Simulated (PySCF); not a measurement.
Tc³⁺ (technetium, charge +3) across methods

[Kr] 4d4, high-spin 5D determinant. Computed with PySCF 2.14 in aug-cc-pwCVTZ-PP with ECP28MDF (8s8p7d4f3g, 122 functions), with a scalar-relativistic core potential.

```json
{"method": "B3LYP", "E (hartree)": "-78.5377", "mean ε 4p α (eV)": "-79.707", "mean ε 4p β (eV)": "-75.499", "mean ε 4d α (eV)": "-37.769", "Σ⟨r²⟩ (bohr²)": "22.62", "⟨S²⟩": "6.001"}
{"method": "r2SCAN", "E (hartree)": "-78.5583", "mean ε 4p α (eV)": "-78.432", "mean ε 4p β (eV)": "-74.147", "mean ε 4d α (eV)": "-36.710", "Σ⟨r²⟩ (bohr²)": "22.50", "⟨S²⟩": "6.001"}
{"method": "BP86", "E (hartree)": "-78.5719", "mean ε 4p α (eV)": "-76.790", "mean ε 4p β (eV)": "-73.644", "mean ε 4d α (eV)": "-36.342", "Σ⟨r²⟩ (bohr²)": "22.62", "⟨S²⟩": "6.000"}
{"method": "UHF", "E (hartree)": "-78.06401", "mean ε 4p α (eV)": "-90.612", "mean ε 4p β (eV)": "-81.668", "mean ε 4d α (eV)": "-43.151", "Σ⟨r²⟩ (bohr²)": "22.47", "⟨S²⟩": "6.003"}
{"method": "PBE0", "E (hartree)": "-78.5169", "mean ε 4p α (eV)": "-80.455", "mean ε 4p β (eV)": "-75.878", "mean ε 4d α (eV)": "-38.225", "Σ⟨r²⟩ (bohr²)": "22.57", "⟨S²⟩": "6.001"}
{"method": "M06-L", "E (hartree)": "-78.5637", "mean ε 4p α (eV)": "-77.957", "mean ε 4p β (eV)": "-73.899", "mean ε 4d α (eV)": "-36.246", "Σ⟨r²⟩ (bohr²)": "22.33", "⟨S²⟩": "6.001"}
{"method": "LDA", "E (hartree)": "-78.2978", "mean ε 4p α (eV)": "-76.686", "mean ε 4p β (eV)": "-73.453", "mean ε 4d α (eV)": "-36.318", "Σ⟨r²⟩ (bohr²)": "22.81", "⟨S²⟩": "6.000"}
{"method": "PBE", "E (hartree)": "-78.5147", "mean ε 4p α (eV)": "-76.759", "mean ε 4p β (eV)": "-73.464", "mean ε 4d α (eV)": "-36.320", "Σ⟨r²⟩ (bohr²)": "22.66", "⟨S²⟩": "6.000"}
```

Energies and moments cover only the electrons outside the core potential.
